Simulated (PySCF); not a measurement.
## W: ionisation energy

W [Xe] 4f14 5d4 6s2 [5d3/2^4, M_J = 0] → W⁺ [Xe] 4f14 5d4 6s1 [5d3/2^4 6s1/2^1, M_J = 1/2], as a difference of total energies. Calculation: PySCF 2.14, in x2c-TZVPPall-2c; the two-component X2C-1e Hamiltonian. "Screened" scales the spin-orbit matrix elements by Boettger's factors to mimic the two-electron term; Breit and QED terms are absent.

| method | ionisation energy (eV) |
| --- | --- |
| GHF (spin-free) | 5.923 |
| GHF (screened spin-orbit) | 5.929 |

The spin-free rows relax to the high-spin LS determinant and lack the spin-orbit shift.

Errors of the correlated levels include the incompleteness of this basis and the frozen core.

The labels give the starting determinants; with spin-orbit coupling the two ends relaxed to ⟨J²⟩ = 3.30, ⟨L²⟩ = 5.97, ⟨S²⟩ = 5.92 and ⟨J²⟩ = 4.06, ⟨L²⟩ = 5.96, ⟨S²⟩ = 8.64.

The determinant of W and of W⁺ mixes levels of different J (the jj label is only the starting occupation), so the difference between spin-free and spin-orbit rows is not the physical spin-orbit shift.

For comparison: 7.864 eV (measured; NIST Atomic Spectra Database, ionization energies).
